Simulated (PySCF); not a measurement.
## How methods differ on the ionisation energy of O(2+)

O(2+) [He] 2s2 2p2 (3P) → O(3+) [He] 2s2 2p1 (2P), as a difference of total energies. Computed with PySCF 2.14 in aug-cc-pV5Z, with no relativity, point nucleus. Correlated levels: valence: 1s2 frozen. The calculations carry no spin-orbit coupling.

```json
{"method": "UHF", "ionisation energy (eV)": "54.612", "plus first-order spin-orbit estimate": "54.607", "difference from reference of that sum (eV)": "-0.329"}
{"method": "LDA", "ionisation energy (eV)": "55.423", "plus first-order spin-orbit estimate": "55.418", "difference from reference of that sum (eV)": "+0.482"}
{"method": "PBE", "ionisation energy (eV)": "55.274", "plus first-order spin-orbit estimate": "55.269", "difference from reference of that sum (eV)": "+0.333"}
{"method": "PBE0", "ionisation energy (eV)": "55.307", "plus first-order spin-orbit estimate": "55.302", "difference from reference of that sum (eV)": "+0.366"}
{"method": "r2SCAN", "ionisation energy (eV)": "55.602", "plus first-order spin-orbit estimate": "55.597", "difference from reference of that sum (eV)": "+0.661"}
{"method": "LC-wPBE", "ionisation energy (eV)": "55.469", "plus first-order spin-orbit estimate": "55.464", "difference from reference of that sum (eV)": "+0.528"}
{"method": "TPSS", "ionisation energy (eV)": "55.221", "plus first-order spin-orbit estimate": "55.216", "difference from reference of that sum (eV)": "+0.280"}
{"method": "TPSSh", "ionisation energy (eV)": "55.243", "plus first-order spin-orbit estimate": "55.238", "difference from reference of that sum (eV)": "+0.302"}
{"method": "MP2 (valence)", "ionisation energy (eV)": "55.066", "plus first-order spin-orbit estimate": "55.061", "difference from reference of that sum (eV)": "+0.125"}
{"method": "SCS-MP2 (valence)", "ionisation energy (eV)": "54.911", "plus first-order spin-orbit estimate": "54.906", "difference from reference of that sum (eV)": "-0.030"}
```

Reference: 54.936 eV (semi-empirical (NIST evaluation); NIST Atomic Spectra Database, ionization energies).

A first-order spin-orbit estimate (lowest level to lowest level, LS coupling) adds -0.005 eV.

Errors of the correlated levels include the incompleteness of this basis and the frozen core.
